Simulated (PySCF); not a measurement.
Ge(H)(Me)2(OH) (C2H8GeO), SMILES [CH3][GeH]([CH3])[OH]. Atoms are numbered in the order given.

```xyz
12

Ge    -0.2768     0.0397     0.0000
C      0.3363    -0.8923     1.6157
C      0.3363    -0.8923    -1.6157
O      0.3259     1.7362     0.0000
H     -1.8077     0.2216     0.0000
H      1.4339    -0.9829     1.6194
H      0.0259    -0.3431     2.5170
H     -0.0929    -1.9059     1.6560
H      0.0259    -0.3431    -2.5170
H      1.4339    -0.9829    -1.6194
H     -0.0929    -1.9059    -1.6560
H      1.2900     1.7905     0.0000
```
Charge 0, spin multiplicity 1.

Geometry optimised at B3LYP-D3(BJ)/def2-SVP. Other conformers were not sampled.

These are PBE/def2-TZVP (PySCF) values and carry that method's errors.

Gas-phase values at a fixed geometry.

total energy: -2232.83565 hartree
point group: Cs
highest occupied level: -6.36 eV
lowest empty level: -0.19 eV
orbital gap: 6.18 eV
dipole moment: 2.07 D
quadrupole, principal values (traceless, Buckingham form, about the centre of nuclear charge): -5.78, 0.30, 5.48 D·Å
mean static polarisability: 60.8 bohr³ (9.01 Å³)
polarisability, principal values: 56.1, 60.0, 66.3 bohr³
